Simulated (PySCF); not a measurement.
# From a computed spectrum to the compound

A species of 7 atoms with charge 1 has these harmonic modes (PBE0, small Gaussian bases with core potentials, PySCF 2.14.0):

```tsv
cm⁻¹	km/mol	symmetry
135	0.0	a'
233	0.0	a''
263	4.2	a'
372	24.8	a''
451	38.9	a'
609	141.0	a''
610	14.2	a''
626	43.1	a'
633	496.2	a'
1503	40.5	a''
1513	34.0	a'
3519	137.0	a''
3525	72.3	a'
3602	57.9	a''
3604	44.8	a'
```

(1) Which species is it, and in which structure?

Results:

(1) [Tb(NH2)2]+ (singlet in the valence; each metal's 4f electrons, 8 of them, lie in its core potential, out of spins and levels):
```xyz
7

Tb    0.0000   -0.1320   -0.1761
N     1.6550    0.6245    0.8341
H     2.6517    0.4963    0.6450
H     1.5996    1.2349    1.6541
N    -1.6550    0.6245    0.8341
H    -1.5996    1.2349    1.6541
H    -2.6517    0.4963    0.6450
```
Ideal gas at 298.15 K and 1 bar: S = 336.4 J/(mol K), Cp = 85.3 J/(mol K), H − H(0 K) = 17.4 kJ/mol (rigid rotor, harmonic modes, spin degeneracy alone, that of the 4f electrons in the core included). An lcecp potential fixes the number of 4f electrons, so in runs with it no electron can move into or out of that shell.
 This is one of several that fit.
